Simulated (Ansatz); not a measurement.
C14H11N⁻, that is 1CB with one electron more, relaxed as a doublet with UKS PBE-D4/def2-SVP in Ansatz, starting from the PBE-D4/def2-SVP geometry of the neutral singlet. Force threshold 0.03 eV/Å.

The highest occupied level of the relaxed charge -1 doublet lies above zero (up to 1.24 eV). By energy differences its removal costs 0.71 eV (each at its own geometry, to the charge 0 singlet, at PBE-D4/def2-SVP); self-interaction error and the lack of diffuse functions both raise the level. The relaxation made no stability test and no search for a lower SCF solution.

Start:

```xyz
26

C    -2.0977   -4.2030   -0.2818
C    -1.4239   -2.8572   -0.2148
C    -0.0190   -2.7390   -0.2256
C     0.6074   -1.4907   -0.1360
C    -0.1487   -0.3022   -0.0246
C     0.5109    1.0207    0.0697
C     1.7319    1.2779   -0.5983
C     2.3589    2.5223   -0.5139
C     1.7763    3.5599    0.2515
C     2.4143    4.8397    0.3442
N     2.9363    5.8892    0.4213
C     0.5558    3.3177    0.9251
C    -0.0601    2.0686    0.8307
C    -1.5576   -0.4200   -0.0130
C    -2.1784   -1.6696   -0.1096
H    -3.0204   -4.1678   -0.8954
H    -1.4292   -4.9769   -0.7071
H    -2.3984   -4.5486    0.7312
H     0.5979   -3.6488   -0.3010
H     1.7067   -1.4395   -0.1213
H     2.1823    0.4923   -1.2230
H     3.3034    2.7070   -1.0459
H     0.1027    4.1178    1.5283
H    -0.9942    1.8887    1.3834
H    -2.1781    0.4878    0.0356
H    -3.2790   -1.7263   -0.1098
```

(1) Estimate the energy that the relaxation releases and the steps that it takes.

(2) Does the start keep its bonding?

(3) Predict the relaxed structure.

Answers

(1) 4.3 kcal/mol, in 9 steps; 24 s on 4 threads of AMD EPYC 9R45 on a shared host. The force fell under the threshold at step 8, but the optimiser went on. No frequencies were taken in this run, so the end may be a saddle point.

(2) By distances, no bond broke or formed. The bond that changes most is C5–C6, from 1.48 to 1.45 Å (atoms count from 1).

(3) 
```xyz
26

C    -2.1126   -4.2382   -0.2743
C    -1.4436   -2.8902   -0.2160
C    -0.0669   -2.7180   -0.5004
C     0.5618   -1.4763   -0.4124
C    -0.1404   -0.2837   -0.0270
C     0.5052    1.0117    0.0676
C     1.8713    1.2290   -0.3370
C     2.4941    2.4624   -0.2514
C     1.8058    3.6177    0.2568
C     2.4358    4.8791    0.3490
N     2.9647    5.9389    0.4255
C     0.4426    3.4194    0.6685
C    -0.1682    2.1807    0.5742
C    -1.5368   -0.4756    0.2513
C    -2.1540   -1.7210    0.1605
H    -3.1094   -4.1908   -0.7675
H    -1.4987   -4.9720   -0.8380
H    -2.2900   -4.6793    0.7367
H     0.5316   -3.5981   -0.7975
H     1.6370   -1.4228   -0.6400
H     2.4525    0.3898   -0.7490
H     3.5389    2.5707   -0.5840
H    -0.1204    4.2766    1.0712
H    -1.2102    2.0968    0.9195
H    -2.1561    0.3900    0.5311
H    -3.2339   -1.7970    0.3824
```
Bond lengths: 15 × C–C 1.38 to 1.51 Å; 1 × C–N 1.19 Å; 11 × C–H 1.10 to 1.12 Å.
